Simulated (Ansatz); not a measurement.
C₂H₅Bi⁺, that is BiH2(vinyl) with one electron fewer. Charge 1, multiplicity 2. Geometry PBE-D4/def2-TZVP, that of the neutral singlet; atoms count from 1.

Cartesian coordinates in Å:
```
Bi 0.8630 1.2639 0.9388
H 1.9998 1.6867 -0.4073
H -0.2099 2.6290 0.4218
C -0.2515 -0.2290 -0.3364
C -0.5323 -1.4536 0.1125
H -0.5559 0.0831 -1.3391
H -0.2416 -1.7965 1.1106
H -1.0717 -2.1837 -0.5009
```

In the def2 sets Bi takes a core potential; there is no spin–orbit coupling.

(1) Estimate the Mulliken populations from the PBE0/def2-TZVP orbitals of Ansatz.

(2) Where does the spin sit?

(3) And the Mayer bond orders between heavy atoms (over 0.3)?

Results:

(1) 
```
atom  charge (e)  spin (α − β)
 Bi1        0.64          0.51
  H2        0.09          0.07
  H3        0.08          0.04
  C4       -0.21          0.31
  C5       -0.23         -0.04
  H6        0.23          0.06
  H7        0.19          0.02
  H8        0.21          0.03
```
Mulliken values depend strongly on the basis.

(2) Summed by element: Bi 0.51, H 0.22, C 0.27, of 1 unpaired in all. Largest on single atoms: Bi1 0.51, C4 0.31, H2 0.07.

(3) Bi1–C4 0.82 (2.26 Å); C4–C5 1.98 (1.33 Å).
